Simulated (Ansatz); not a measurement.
Calculated with Ansatz (gas phase, PBE0-D4/def2-TZVP geometries, no zero-point term in ΔE). CBS: MP2 limit from def2 TZ/QZ plus the TZ coupled-cluster correction, frozen cores. This one scheme is used for every species. DFT in def2-TZVPP. Each species was taken in one conformer, which may not be the lowest.

Consider the ligand exchange at the Si–N bond: `CC(N)N[SiH3]` + `C[SiH2]O` → `C[SiH2]O[SiH3]` + `CC(N)N`.

```json
{"level": "ωB97M-V", "ΔE (kJ/mol)": "-59.1"}
{"level": "HF/CBS(def2)", "ΔE (kJ/mol)": "-79.6"}
```

Problem. What does CCSD(T)/CBS give? (Best estimate.)

Solution. The calculation gave: -61.8 kJ/mol. The listed levels differ from it by 2.7, -17.8 kJ/mol.

Largest T1 diagnostic among the species: 0.011.

In def2-TZVPP, CCSD(T) changes the Hartree–Fock value by +16.5 kJ/mol (the triples alone add +2.7 kJ/mol) and MP2 by +17.6 kJ/mol. From PBE to PBE0 (25 % exact exchange), in def2-TZVPP and without D4, ΔE moves by −4.1 kJ/mol.
